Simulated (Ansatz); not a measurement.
Conformers of CH$_{7}$ClO$_{2}$Si$_{2}$ (`O[SiH](O)C[SiH2]Cl`), each relaxed with PBE0-D4/def2-TZVP in Ansatz. CBS adds the triple-zeta coupled-cluster correction to the MP2 limit.

Not all of them had a frequency check.

Conformer A:

```xyz
13

O     1.327   -1.470    0.254
Si    1.278    0.042   -0.392
O     0.942    0.053   -1.995
C    -0.036    0.907    0.604
Si   -1.657    0.015    0.732
Cl   -2.297   -0.541   -1.166
H     1.946   -2.098   -0.121
H     2.600    0.704   -0.293
H     0.052   -0.217   -2.241
H     0.334    1.045    1.628
H    -0.204    1.903    0.181
H    -1.555   -1.224    1.533
H    -2.730    0.882    1.276
```

Conformer B:

Z-matrix (Å, degrees):
```
Si
O 1 1.636
C 1 1.862 2 106.7
O 1 1.639 2 107.7 3 -120.6
H 1 1.489 2 110.7 3 119.3
H 2 0.958 1 117.6 3 171.4
Si 3 1.852 1 115.7 2 170.4
H 3 1.098 1 108.2 2 50.1
H 3 1.095 1 108.4 2 -66.1
H 4 0.960 1 116.8 2 172.0
Cl 7 2.077 3 109.7 1 50.1
H 7 1.482 3 111.5 1 -67.6
H 7 1.482 3 112.9 1 168.1
```

Task: Which is lowest in electronic energy at CCSD(T)/CBS (frozen core, def2 sets), and by how much? (Estimate.)

Result: The calculation gave: A; B lies 6.5 kJ/mol higher.

Task: Give the energies relative to A (kJ/mol) with B3LYP-D4/def2-TZVPP, ωB97X-V/def2-TZVPP, ωB97M-V/def2-TZVPP, B2PLYP/def2-TZVPP, MP2/def2-TZVPP, HF/def2-QZVPP, MP2/def2-QZVPP. (Best estimate.)

Result: Computed: 
```
              level    B
B3LYP-D4/def2-TZVPP  7.7
 ωB97X-V/def2-TZVPP  7.2
 ωB97M-V/def2-TZVPP  7.4
  B2PLYP/def2-TZVPP  6.4
     MP2/def2-TZVPP  7.3
      HF/def2-QZVPP  3.9
     MP2/def2-QZVPP  6.9
```

B3LYP here is the variant with VWN-RPA as its local correlation; programs differ in this.
